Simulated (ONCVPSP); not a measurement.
# Ni: one change to an ONCV potential, before and after

ONCVPSP 4.0.1 input, shortened (lines: element, Z, core and valence counts, functional; n l f; lmax; l rc ep ncon nbas qcut; lloc lpopt rc5 dvloc0; l nproj debl; icmod fcfact rcfact), PBE, scalar-relativistic:

```
  Ni 28.00    3    4        4      upf
    1    0    2.00
    2    0    2.00
    2    1    6.00
    3    0    2.00
    3    1    6.00
    3    2    8.00
    4    0    2.00
    2
    0    1.20    0.00    3    7   11.70
    1    1.10    0.00    3    7   12.80
    2    1.70    0.00    3    7    8.00
    4    5    1.05    0.00
    0    2    3.30
    1    1    3.70
    2    1    1.60
    4    0.30    0.00
```

Change: p: qcut 16.4.

Cutoffs: the cutoffs (Ha) at which the residual kinetic energy of the hardest occupied pseudo-wave falls to 1 and 0.1 mHa per electron; they do not see the model core or the augmentation charge, which bear on the density cutoff. Errors are all-electron minus pseudo energies relative to the spin-unpolarised reference configuration.

Predict the effect on cutoff, ghosts and configuration errors.

The potential gets harder (43 Ha and 52 Ha → 62 Ha and 84 Ha); the errors of the 4 common tests hardly move; neither file shows a bound ghost. The waves are optimised to have the least kinetic energy above qcut, so the cutoff follows it (qcut²/2 in Ha).

```tsv
quantity	base	changed
cutoff, loose	43 Ha	62 Ha
cutoff, tight	52 Ha	84 Ha
loose cutoff by channel	s 43 Ha, p 42 Ha, d 28 Ha	s 43 Ha, p 62 Ha, d 28 Ha
bound ghosts	none	none
GHOST(+) flags under 300 eV	none	none
error for 3s2 3p6 3d8 4s1, meV [ΔE 9.32 eV]	+1.4	+1.4
error for 3s2 3p6 3d8 4s0, meV [ΔE 26.67 eV]	+0.6	+0.6
error for 3s2 3p6 3d7 4s0, meV [ΔE 64.14 eV]	-32	-32
error for 3s1 3p6 3d8 4s2, meV [ΔE 119.40 eV]	-977	-985
s: phases at 1.22 bohr within 0.05 rad from the reference energy up to (Ha; the scan ends near 5)	to the end of the scan	to the end of the scan
p: phases at 1.12 bohr within 0.05 rad from the reference energy up to (Ha; the scan ends near 5)	3.9	4.4
d: phases at 1.73 bohr within 0.05 rad from the reference energy up to (Ha; the scan ends near 5)	0.5	0.5
rms error of d²Exc/dni dnj with the model core, mHa	2.08	2.11
```
